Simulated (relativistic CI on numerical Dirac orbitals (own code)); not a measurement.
Computed by Dirac-Coulomb-Breit CI, KLI orbitals optimised for each configuration, QED by a radiative potential, valence Slater integrals scaled by 0.85, P86 correlation energy added to each configuration (own radial code, finite nucleus).

Configuration list (outside the closed core [Xe] 4f14): 5d10, 5d9.6s, 5d9.6p, 5d8.6s2, 5d9.5f, 5d9.7s, 5d9.6d, 5d8.6s.6p, 5d9.7p, 5d8.5f2, 5d9.8s, 5d9.7d, 5d9.8p, 5d9.6f, 5d9.5g, 5d9.8d, 5d9.7f, 5d8.6s.7s, 5d8.6p2, 5d8.5f.6s. Levels of other configurations are missing.

Correlation outside the listed configurations is missing or only estimated: errors of thousands of cm⁻¹ between configurations and terms are usual at this charge. Rates and lifetimes follow the computed energies and can be off by large factors. The fine structure of a lone outer electron comes out too small, for d and f at times inverted, and misplaced configurations move strength between like terms. 22 of the 62 excited levels that our extract of the measured tables holds in this range could be paired (the sources list more); they are missed by 4918 cm⁻¹ on average and 10689 at most, and levels without a partner can miss by more.

Outline of the computed level scheme of Hg III. Lowest level of each configuration: 5d10 1S_0 at 0.0000 eV; 5d9.6s 3D_3 at 5.9629 eV; 5d9.6p 3P°_2 at 13.3197 eV; 5d8.6s2 3F_4 at 13.3318 eV; 5d8.6s.6p 5D°_4 at 18.9819 eV; 5d9.7s 3D_3 at 22.0929 eV.

Some strong electric-dipole decays among the lowest 45 levels: 5d9.6p 1P°_1 → 5d10 1S_0 (3.5e+09 s⁻¹); 5d9.6p 3F°_4 → 5d9.6s 3D_3 (1.2e+09 s⁻¹); 5d9.6p 3F°_3 → 5d9.6s 1D_2 (1.1e+09 s⁻¹); 5d9.6p 3P°_0 → 5d9.6s 3D_1 (1.1e+09 s⁻¹); 5d9.6p 3D°_1 → 5d9.6s 3D_1 (1.0e+09 s⁻¹); 5d9.6p 3P°_1 → 5d9.6s 3D_2 (9.3e+08 s⁻¹); 5d9.6p 3F°_2 → 5d9.6s 3D_2 (8.5e+08 s⁻¹); 5d9.6p 3D°_3 → 5d9.6s 3D_3 (8.5e+08 s⁻¹).

Rates of lines that live on the mixing of spin multiplicities can be off by large factors.

LS names give the leading component of a level, which can be under half, so a name can repeat, a term be missing and a line seem to break the LS rules.
